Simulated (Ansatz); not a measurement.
F$_{2}$H$_{4}$OSi$_{2}$, SMILES `O[SiH2][SiH](F)F` from Hartree–Fock to CCSD(T)

Z-matrix (Å, degrees):
```
Si
Si 1 2.355
O 1 1.648 2 111.2
H 1 1.492 2 107.2 3 -123.1
H 1 1.482 2 110.7 3 118.3
F 2 1.594 1 111.1 3 -68.0
F 2 1.599 1 107.6 3 48.2
H 2 1.484 1 116.7 3 168.8
H 3 0.958 1 118.0 2 -52.9
```

Charge 0, multiplicity 1. The geometry is a stationary point of PBE0-D4/def2-TZVP. It is one conformer, not always the lowest. Frozen core, restricted reference, Ansatz 0.2.0. CBS rows extrapolate triple and quadruple zeta; past MP2 they add the triple-zeta difference.

```json
{"basis": "def2-TZVPP", "HF (Eh)": "-854.26507", "MP2 corr.": "-0.97636"}
{"basis": "def2-QZVPP", "HF (Eh)": "-854.29735", "MP2 corr.": "-1.06478"}
```

**Question.** Estimate the CCSD correlation energy and the (T) correction in each basis where they were run (hartree).

**Answer.** 
```
     basis  CCSD corr.       (T)
def2-TZVPP    -1.00657  -0.03099
 CBS(def2)    -1.16049     as TZ
```
